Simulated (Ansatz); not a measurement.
Reactions of C2H4Cl2, SMILES `CC(Cl)Cl`.

Computed with Ansatz on PBE0-D4/def2-TZVP structures; ΔE is electronic, products minus reactants. CCSD(T)/CBS adds triple-zeta CCSD(T) − MP2 to the extrapolated MP2 energy (def2 sets, frozen cores). This one scheme is used for every species. def2 core potentials past Kr. For I outer-core shells are correlated without core-valence functions, which leaves a few kJ/mol of doubt a bond. Each species was taken in one conformer, which may not be the lowest.

Order these by ΔE at CCSD(T)/CBS, lowest first. (An estimate is asked.)
A. `CC(Cl)Cl` + HI → `ClC(Cl)I` + CH₄
B. `CC(Cl)Cl` + H₂ → `ClCCl` + CH₄
C. `CC(Cl)Cl` + H–F → `CC(F)Cl` + HCl
D. `CC(Cl)Cl` + `N[SiH2][SiH3]` → `CN[SiH2][SiH3]` + `ClCCl`

B (-49.0 kJ/mol), C (+8.6 kJ/mol), A (+33.8 kJ/mol), D (+60.0 kJ/mol).

Largest T1 diagnostic: 0.012, for `CN[SiH2][SiH3]`.
